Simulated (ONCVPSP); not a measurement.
Ce (Z = 58) ONCV: all-electron and pseudo phase curves

```
Element                 : cerium (Ce)
Generator               : ONCVPSP 4.0.1
Type                    : optimised norm-conserving Vanderbilt (ONCV)
Functional              : LDA (Perdew-Zunger)
Relativity              : fully relativistic
Frozen core             : [Kr] 4d10
Valence charge          : 12
Reference configuration : 4f1 5s2 5p6 5d1 6s1.75 (charge +0.25)
Partial waves           : 5s+6s: rc 2.15 bohr, ncon 3, nbas 8, qcut 5.9 1/bohr, 2 projectors; 5p: rc 2.25 bohr, ncon 5, nbas 9, qcut 5.1 1/bohr, 2 projectors, debl 3 Ha; 5d: rc 2.75 bohr, ncon 4, nbas 8, qcut 3 1/bohr, 2 projectors, debl 1.8 Ha; 4f: rc 1.85 bohr, ncon 4, nbas 9, qcut 10.1 1/bohr, 2 projectors, debl 3.8 Ha
Local potential         : polynomial inside 1.20 bohr (lpopt 5, dvloc0 4 Ha)
Core correction         : none
```

Open shells are filled in proportion to 2j + 1.

The phase is arctan(r·R′/R) of the radial function R(r), unwrapped; energies in Ha, scanned from -3 to 5 Ha. A pole is an energy at which the radial function vanishes at the test radius. The pseudo phase is shifted by a multiple of π to meet the all-electron one at the reference energy, and phase errors are pseudo minus all-electron; the curves can meet again beyond the range given. Levels narrower than the energy grid can be missing from the lists of poles. Where the grid stepped over a known ghost or core level, its pole and its step of π were put in at the level’s energy.

| channel | radius (bohr) | reference energy (Ha) | poles, all-electron | poles, pseudo | unbroken range about the reference energy with phases within 0.05 rad | phase error 1 Ha above the reference energy (rad) |
| --- | --- | --- | --- | --- | --- | --- |
| s | 2.18 | -0.19 | -1.09, 4.76 | -1.09, -0.98, 4.65 | above -1.0 | +0.000 |
| p3/2 | 2.28 | -0.88 | -0.25 | -0.25, 4.62 | below 4.8 | -0.000 |
| p1/2 | 2.28 | -0.98 | -0.45, 4.82 | -0.45, 4.54 | below 5.0 | -0.000 |
| d5/2 | 2.79 | -0.16 | 0.41, 3.72 | 0.41, 3.78 | the whole range | +0.000 |
| d3/2 | 2.79 | -0.17 | 0.38, 3.67 | 0.38, 3.76 | below 4.9 | +0.000 |
| f7/2 | 1.88 | -0.25 | -0.00, 4.68 | -0.00, 4.71 | the whole range | +0.008 |
| f5/2 | 1.88 | -0.26 | -0.02, 4.66 | -0.02, 4.69 | the whole range | +0.009 |

Note: ghosts flagged at negative energy: s at -26.8 eV, d5/2 at -277.0 eV; GHOST(+) flagged for d3/2 at 0.57 eV, p3/2 at 137.7 eV, p1/2 at 142.7 eV. A true bound ghost makes a file unfit for plane-wave use.

Phases in the p1/2 channel:

| E (Ha) | all-electron | pseudo |
| --- | --- | --- |
| -2.98 | 1.281 | 1.281 |
| -2.54 | 1.219 | 1.218 |
| -2.10 | 1.094 | 1.093 |
| -1.66 | 0.702 | 0.700 |
| -1.22 | -0.799 | -0.800 |
| -0.78 | -1.422 | -1.422 |
| -0.34 | -1.605 | -1.605 |
| 0.10 | -1.719 | -1.719 |
| 0.54 | -1.842 | -1.843 |
| 0.98 | -2.055 | -2.056 |
| 1.42 | -2.656 | -2.659 |
| 1.86 | -3.837 | -3.837 |
| 2.30 | -4.311 | -4.311 |
| 2.74 | -4.481 | -4.481 |
| 3.18 | -4.567 | -4.569 |
| 3.62 | -4.621 | -4.625 |
| 4.06 | -4.660 | -4.668 |
| 4.50 | -4.692 | -4.708 |
| 4.94 | -4.720 | -4.766 |
